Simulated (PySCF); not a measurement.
Correlation energy of I²³⁺ (iodine, charge +23)

Starting occupation: [Ar] 3d10 4s2. All numbers are calculated (PySCF 2.14, X2C-1e with screened-nucleus spin-orbit coupling, Gaussian nucleus, in an uncontracted even-tempered set (20 s from 0.68 bohr⁻², ratio 2.6; 15 p from 0.88 bohr⁻², ratio 2.6; 10 d from 0.88 bohr⁻², ratio 2.6; 6 f from 0.9 bohr⁻², ratio 2.8)). Frozen: [Ar]; 12 electrons correlated; the 94 highest virtual spinors left out.

MP2 pair energies summed by pair of shells (mhartree):

```
       pair   energy  share (%)
3d3/2-3d5/2  -187.11       36.6
3d5/2-3d5/2  -131.64       25.7
3d3/2-3d3/2   -56.62       11.1
4s1/2-4s1/2   -53.32       10.4
3d5/2-4s1/2   -50.23        9.8
3d3/2-4s1/2   -32.92        6.4
```

Total MP2 correlation energy: -511.84 mhartree.

The virtual space was cut to 70 spinors, which keep -491.99 of the -511.84 mhartree of MP2 correlation.

```tsv
level	correlation energy (mhartree)
CCSD	-488.63
(T)	-1.30
CCSD(T)	-489.93
```

Diagnostics: T1 = 0.00059, largest double amplitude 0.069.

**Question.** Is a single reference adequate?

**Answer.** Yes: T1 lies below 0.03 and no double amplitude reaches 0.07.

The coupled-cluster values are those of the cut space; adding the MP2 remainder, -19.85 mhartree, estimates the full space.

At this charge the one-electron X2C treatment keeps the bare 1/r₁₂, with no two-electron picture change or Breit term. The effect here is smaller than on the frozen 1s shell.
